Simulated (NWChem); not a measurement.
System: SiH2ClF; SMILES [SiH2](Cl)F

```xyz
5

Si    -0.5024     0.5632     0.0000
F      0.7383     1.5825     0.0000
Cl     0.2116    -1.3703     0.0000
H     -1.2881     0.7631    -1.2351
H     -1.2881     0.7631     1.2351
```
Atoms are numbered in this order, from 1.

Results from NWChem. Geometry optimised at B3LYP/6-31G*; all other runs use it. Pople sets run with spherical d functions. Vzz has the sign of the potential's second derivative.

| quantity | level | value |
|---|---|---|
| charge (e), Mulliken Si1 | Hartree-Fock/6-31G* | 1.15 |
| vertical, lowest excitation, singlet (eV) | LRC-wPBEh/6-31+G*, full TDDFT | ? |
| Vzz Cl3 (a.u.) | CAM-B3LYP/6-31G* | 2.019 |
| cavity-dispersion-structure term (kcal/mol) in ethylene glycol | B3LYP/6-31G*, SMD | ? |
| dipole (D) | B3LYP/6-31G* | 1.67 |
| highest harmonic frequency (cm⁻¹) | B3LYP/6-31G* | ? |

Problem. Some entries are withheld; supply them.

Solution. 
- vertical, lowest excitation, singlet (eV), value: 7.84
- cavity-dispersion-structure term (kcal/mol) in ethylene glycol, value: 0.6
- highest harmonic frequency (cm⁻¹), value: 2323
